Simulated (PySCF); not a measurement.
Compound: C2H9NOSi3.
Numbering: `[CH:1]#[C:2][Si@H:3]([SiH3:4])[O:5][SiH2:6][NH2:7]` (hydrogens: H8 on C1; H9 on Si3; H10, H11, H12 on Si4; H13, H14 on Si6; H15, H16 on N7)

Cartesian coordinates in Å at the GFN2-xTB level; atoms count from 1:
```
atom  x, y, z in Å
C1    -0.879    2.770    0.870
C2    -0.840    1.684    0.353
Si3   -0.793   -0.026   -0.384
Si4   -2.664   -1.265    0.126
O5     0.454   -0.827    0.287
Si6    2.026   -0.918    0.671
N7     2.797    0.480    0.030
H8    -0.914    3.724    1.315
H9    -0.460    0.196   -1.801
H10   -3.012   -1.290    1.552
H11   -2.583   -2.668   -0.298
H12   -3.826   -0.695   -0.567
H13    2.572   -2.074   -0.033
H14    2.020   -1.059    2.130
H15    2.311    1.361    0.093
H16    3.782    0.614    0.181
```

Level of theory: TDDFT PBE0/def2-SVPD, vertical, gas phase, core orbitals frozen in the response (PySCF).

Transition dipole moments from the ground state, in atomic units and in the frame of the coordinates above (overall signs are arbitrary), for the states with f of 0.002 or more among the lowest 8:

```
state  E (hartree)      μx      μy      μz
   S1       0.2093  -0.140  -0.229   0.047
   S3       0.2275   0.121  -0.078   0.079
   S4       0.2347   0.125   0.193   0.117
   S5       0.2377  -0.079  -0.188   0.178
   S6       0.2391   0.085   0.069   0.206
   S7       0.2437   0.032   0.138  -0.090
   S8       0.2532   0.101  -0.194  -0.348
```

(1) Work out the oscillator strengths.

(2) What angle do the transition dipoles of S5 and S8 make?

(3) How is the summed strength of these states shared among x, y and z?

(4) What peak molar absorption coefficient would the strongest computed level give as a lone Gaussian band 0.5 eV wide at half height?

## Answers

(1) f = (2/3) ΔE |μ|² with ΔE in hartree (27.2114 eV).

```tsv
state	|μ|² (au)	|μ| (D)	f
S1	0.074	0.69	0.010
S3	0.027	0.42	0.004
S4	0.066	0.66	0.010
S5	0.073	0.69	0.012
S6	0.055	0.59	0.009
S7	0.028	0.43	0.005
S8	0.169	1.05	0.029
```

(2) |cos θ| = |μa·μb| / (|μa| |μb|) = 0.30, so θ ≈ 72° (taken between 0 and 90°, since the signs are arbitrary).

(3) (2/3) Σ ΔE μα² gives 0.011 for x, 0.030 for y and 0.037 for z, 0.078 in all.

(4) ε(max) = 2.175×10⁸ f / FWHM, with the width in cm⁻¹. S8: 2.175×10⁸ × 0.0285 / 4033 ≈ 1500 L mol⁻¹ cm⁻¹.

One conformer stands for the species.
